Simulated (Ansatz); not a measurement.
Dissociation curve of C₃H₁₀Si, SMILES C[SiH](C)C. The Si1–C11 bond (Si1 also carries C, C, H; C11 carries H, H, H) is pulled apart rigidly from the PBE0/def2-SVP optimised geometry.

Level of theory: unrestricted PBE0/def2-SVP in Ansatz (a first-principles code).

Task: Relative to R = 1.88 Å, what are the energies at R = 1.66, 1.76, 2.28, 3.08 Å?

Result: 15.1 kcal/mol at 1.66 Å, 3.9 kcal/mol at 1.76 Å, 19.5 kcal/mol at 2.28 Å, 77.0 kcal/mol at 3.08 Å.

The unrestricted determinant behind UKS-PBE0 is spin-contaminated at 3.08 to 5.50 Å (<S²> up to 1.0, against 0.00 for a pure singlet).
